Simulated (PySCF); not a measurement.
[Nb(Cl)4(F)], neutral singlet in the gas phase. 

Cartesian coordinates (Å):
```xyz
6

Nb     0.0154    -0.0125    -0.0009
Cl    -1.3804    -1.7114     0.6300
Cl     1.8276    -1.4800    -0.1062
Cl     0.2521     0.5089    -2.2155
Cl     1.0719     1.2482     1.5887
F     -1.4478     1.1723     0.0841
```
Charge 0, multiplicity 1.

All levels are single points at this geometry (PBE-D3(BJ)/def2-SVP); Pople sets use spherical d functions. Orbital energies aren't observables, and empty levels follow the basis.

```tsv
level	HOMO (eV)	LUMO (eV)	gap (eV)	dipole (D)	vertical IE, Delta-SCF (eV)
PBE-D3(BJ)/def2-TZVP in PySCF	-8.03	-4.79	3.23	0.19	–
TPSSh-D3(BJ)/def2-TZVP in PySCF	-8.69	-4.56	4.13	0.20	–
B3LYP/6-311+G** (LANL2DZ on Nb) in PySCF	-9.31	-4.93	4.37	0.43	–
B3LYP/6-31G* (LANL2DZ on Nb) in PySCF	-9.24	-4.81	4.42	0.11	11.33
PBE/6-31G* (LANL2DZ on Nb) in PySCF	-8.15	-5.17	2.98	0.21	–
HF/6-31G* (LANL2DZ on Nb) in PySCF	-12.86	-1.95	10.91	0.08	–
```
